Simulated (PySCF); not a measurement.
**Electron correlation in La³⁺ (lanthanum, charge +3)**

[Xe], closed-shell 1S. Calculation: PySCF 2.14, in x2c-TZVPPall (11s7p7d3f1g, 97 functions); scalar relativity by spin-free X2C-1e. Frozen: [Ar] 3d10; 26 electrons correlated.

MP2 pair energies summed by pair of shells (mhartree):

```csv
pair,energy,share (%)
4d-4d,-284.13,42.7
4d-5p,-137.37,20.7
5p-5p,-108.39,16.3
5s-5p,-25.51,3.8
4p-4d,-25.36,3.8
4d-5s,-23.83,3.6
4p-4p,-18.12,2.7
4s-4d,-17.09,2.6
4p-5p,-6.99,1.1
4p-5s,-6.49,1.0
5s-5s,-5.46,0.8
4s-4p,-2.57,0.4
4s-4s,-1.81,0.3
4s-5p,-1.09,0.2
4s-5s,-0.59,0.1
```

Total MP2 correlation energy: -664.81 mhartree.

Same-spin part -243.66 and opposite-spin part -421.15 mhartree; SCS-MP2 scales them by 1/3 and 6/5 to -586.60 mhartree.

This basis was not built for core-valence correlation, so the inner-shell part is incomplete.
